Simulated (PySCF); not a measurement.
# Excitation energy of Co by level of theory

Co [Ar] 3d7 4s2 (4F) → Co [Ar] 3d7 4s1 5s1 (6F), as a difference of total energies. All numbers are calculated (PySCF 2.14, the spin-free X2C one-electron Hamiltonian (Gaussian nucleus), in aug-cc-pVDZ-DK). Correlated levels: valence: [Ar] frozen. The calculations carry no spin-orbit coupling.

```csv
method,excitation energy (eV)
UHF,4.332
MP2 (valence),5.346
SCS-MP2 (valence),5.536
CCSD (valence),5.474
CCSD(T) (valence),5.561
```

**Question.** How much does correlation contribute at CCSD(T) (valence)?

**Answer.** 5.561 − (4.332) = 1.229 eV, measured against UHF.

The promoted electron is Rydberg-like, and one or two diffuse shells describe it only roughly, which tends to raise the upper state.
